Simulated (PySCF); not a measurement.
## From computed data to an observable: dipole moment from atomic charges

Ta(NH)(F)(Cl)2 (Cl2FHNTa), SMILES [F][Ta](=[NH])([Cl])[Cl], multiplicity 1. Atoms are numbered in the order given.

```xyz
6

Ta     0.0163    -0.2026     0.0000
N      1.5683    -1.0292     0.0000
H      2.4555    -1.5217     0.0000
F     -1.3280    -1.5231     0.0000
Cl    -0.0786     1.0948    -1.9197
Cl    -0.0786     1.0948     1.9197
```
Charge 0, spin multiplicity 1.

Geometry: B3LYP-D3(BJ)/def2-SVP. The multiplicity is an assumed one; no other spin state was optimised. The structure was generated by enumeration; whether it is a known compound was not checked. The def2 effective core potentials stand for the cores of Ta; spin–orbit coupling is left out.

Charges (e) from CAM-B3LYP/def2-TZVP run with PySCF:

```json
[
 {"atom": "Ta1", "ESP fit": "0.945", "Mulliken": "1.372"},
 {"atom": "N2", "ESP fit": "-0.755", "Mulliken": "-0.599"},
 {"atom": "H3", "ESP fit": "0.416", "Mulliken": "0.244"},
 {"atom": "F4", "ESP fit": "-0.240", "Mulliken": "-0.387"},
 {"atom": "Cl5", "ESP fit": "-0.183", "Mulliken": "-0.315"},
 {"atom": "Cl6", "ESP fit": "-0.183", "Mulliken": "-0.315"}
]
```

The dipole moment of the full density is 1.02 D.

**Question.** What dipole moment does each set of point charges give, and which comes closer to that of the density?

**Answer.** 
μ = Σ q r, and 1 e Å = 4.8032 D.
ESP fit: Σ q r = (0.200, -0.083, 0.000) e Å, |μ| = 1.04 D.
Mulliken: Σ q r = (0.246, -0.133, 0.000) e Å, |μ| = 1.34 D.
ESP fit comes closer in size. Point charges leave out the atoms' own dipoles (lone pairs, polarised bonds); fits to the potential absorb them, partitions of the density don't.
